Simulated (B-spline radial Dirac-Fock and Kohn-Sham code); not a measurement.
## What relativity does to the binding energies of Tb⁵²⁺

System: terbium as Tb⁵²⁺, configuration [Ne] 3s2 3p1.

Both columns are ΔSCF binding energies of the configuration average from a radial atomic solver: non-relativistic Hartree-Fock with a point nucleus, and Dirac-Fock with a finite nucleus and the Coulomb interaction alone, averaged over the two j levels with weights 2j+1.

```csv
shell,Hartree-Fock (eV),Dirac-Fock (eV),shift (eV),shift (%)
1s,52876.7,56152.4,+3275.73,+6.20
2s,11532.4,12441.4,+908.98,+7.88
2p,11179.9,11509.7,+329.85,+2.95
3s,4727.6,5008.2,+280.59,+5.94
3p,4623.1,4750.2,+127.16,+2.75
```

Relativity binds 1s, 2s, 2p, 3s, 3p more strongly, among those listed most of all 2s in relative terms.

Values without a named source are computed, but for edge energies of neutral atoms, which are taken from tables.
